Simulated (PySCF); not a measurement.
# CeH4 at several levels of theory

Computed with PySCF 2.14.0 (density fitting, no spin-orbit coupling) at the geometry relaxed with PBE0:

```xyz
5
CeH4 (singlet)
Ce    0.0000    0.0000    0.0000
H     1.1387    1.1387    1.1387
H    -1.1387   -1.1387    1.1387
H     1.1387   -1.1387   -1.1387
H    -1.1387    1.1387   -1.1387
```

```csv
level,basis,state,HOMO (eV),gap (eV),charge on Ce1 (e),population of f-type functions on Ce1 (core shells left out),dipole about the centre of mass (D),largest force component (eV/Å)
PBE0,"Ce def2-SVP with ECP28, H def2-SVP",singlet,-7.76,4.05,1.00,0.70,0.00,0.00
M06-L,the same,singlet,-6.71,1.81,1.27,0.86,0.00,0.17
wB97X,the same,singlet,-10.22,8.74,1.08,0.70,0.00,0.01
```

Charges are Mulliken's, which hang on the basis. The relaxation used the grid (50, 194), these runs (75, 302) or, all-electron (x2c bases, spin-free X2C Hamiltonian), (99, 590).

(1) What does PBE0 with Ce def2-TZVP with ECP28, H def2-TZVP give here?

No other spin state of this charge was computed.

## Answers

(1) state singlet, HOMO (eV) -7.78, gap (eV) 4.07, charge on Ce1 (e) 0.80, population of f-type functions on Ce1 (core shells left out) 0.73, dipole about the centre of mass (D) 0.00, largest force component (eV/Å) 0.00. Time: 13 s on 2 threads of Intel(R) Xeon(R) Platinum 8488C (Sapphire Rapids) (shared host), from free ions and atoms.
